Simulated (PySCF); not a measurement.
CH4F2OSn, SMILES [CH3][Sn]([OH])([F])[F].

The structure is a stationary point at B3LYP-D3(BJ)/def2-SVP. The structure was generated by enumeration; whether it is a known compound was not checked. The def2 effective core potentials stand for the cores of Sn; spin–orbit coupling is left out. The values are those of a single conformer.

Two levels are set side by side: PBE/def2-TZVP (PySCF) and M06-2X/def2-TZVP (PySCF). Same geometry, gas phase. Differences are taken from unrounded values.

| quantity | PBE |
|---|---|
| orbital gap (eV) | 4.92 |
| highest occupied level (eV) | -7.60 |
| lowest empty level (eV) | -2.68 |
| dipole moment (D) | 2.92 |
| mean polarisability (bohr³) | 52.7 |

### Question
These are the PBE values. What does M06-2X give? (Estimate from the structure and the level; the computed values follow.)

### Answer

```
quantity                     M06-2X  PBE minus M06-2X
---------------------------  ------  ----------------
orbital gap (eV)              10.46             -5.54
highest occupied level (eV)  -11.16              3.56
lowest empty level (eV)       -0.69             -1.98
dipole moment (D)              3.06             -0.14
mean polarisability (bohr³)    48.3               4.4
```

Without exact exchange PBE keeps part of each electron's self-repulsion, which lifts occupied levels and narrows the gap. PBE's more diffuse valence density responds more strongly to a field. Differences between two approximate levels are no errors against the true value.

Rough cost on one machine, each run with all the roots and properties that it gave: M06-2X against PBE about 3 times.
